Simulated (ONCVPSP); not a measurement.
# Before and after: ONCV potential for tellurium

ONCVPSP 4.0.1 input, shortened (lines: element, Z, core and valence counts, functional; n l f; lmax; l rc ep ncon nbas qcut; lloc lpopt rc5 dvloc0; l nproj debl; icmod fcfact rcfact), LDA (Perdew-Zunger), scalar-relativistic:

```
  Te 52.00    6    5        3      upf
    1    0    2.00
    2    0    2.00
    2    1    6.00
    3    0    2.00
    3    1    6.00
    3    2   10.00
    4    0    2.00
    4    1    6.00
    4    2   10.00
    5    0    2.00
    5    1    4.00
    2
    0    1.20    0.00    3    6    7.80
    1    1.30    0.00    5   10   12.80
    2    1.50    0.00    4    7   10.60
    4    5    0.95    6.00
    0    2    0.50
    1    2    0.50
    2    2    0.80
    3    2.75    1.05
```

In the d channel the program set the typed energies aside and used -1.532, 0.250 Ha.

All-electron outer shells of the reference configuration (LDA (Perdew-Zunger), scalar-relativistic, ld1.x):

| shell | level (eV) | outermost node (bohr) | outermost maximum (bohr) |
| --- | --- | --- | --- |
| 3p | -803.47 | 0.13 | 0.29 |
| 3d | -560.31 | – | 0.24 |
| 4s | -163.99 | 0.38 | 0.70 |
| 4p | -114.19 | 0.38 | 0.74 |
| 4d | -41.70 | 0.36 | 0.81 |
| 5s | -15.36 | 0.91 | 1.77 |
| 5p | -6.12 | 1.00 | 2.17 |

Change: d: qcut 7.3.

Cutoffs: the cutoffs (Ha) at which the residual kinetic energy of the hardest occupied pseudo-wave falls to 1 and 0.1 mHa per electron; they do not see the model core or the augmentation charge, which bear on the density cutoff. Errors are all-electron minus pseudo energies relative to the spin-unpolarised reference configuration.

Q: What does the change do?

A: The potential gets harder (53 Ha and 69 Ha → 69 Ha and 83 Ha); of the 4 tests that both files solve, the error grows in 1 and shrinks in 0 by more than 15 % and 0.3 meV (median size 8.7 → 9.3 meV); neither file shows a bound ghost.

```tsv
quantity	base	changed
cutoff, loose	53 Ha	69 Ha
cutoff, tight	69 Ha	83 Ha
loose cutoff by channel	s 29 Ha, p 53 Ha, d 42 Ha	s 29 Ha, p 53 Ha, d 69 Ha
bound ghosts	none	none
GHOST(+) flags under 300 eV	none	none
error for 4s2 4p6 4d10 5s2 5p3, meV [ΔE 9.92 eV]	-1.8	-1.9
error for 4s2 4p6 4d10 5s2 5p2, meV [ΔE 28.09 eV]	-5.7	-5.9
error for 4s2 4p6 4d10 5s2 5p1, meV [ΔE 55.32 eV]	-12	-13
error for 4s2 4p5 4d10 5s2 5p4, meV [ΔE 122.71 eV]	-109	-172
s: phases at 1.22 bohr within 0.05 rad from the reference energy up to (Ha; the scan ends near 5)	to the end of the scan	to the end of the scan
p: phases at 1.32 bohr within 0.05 rad from the reference energy up to (Ha; the scan ends near 5)	to the end of the scan	to the end of the scan
d: phases at 1.52 bohr within 0.05 rad from the reference energy up to (Ha; the scan ends near 5)	to the end of the scan	to the end of the scan
rms error of d²Exc/dni dnj with the model core, mHa	1.88	2.11
```
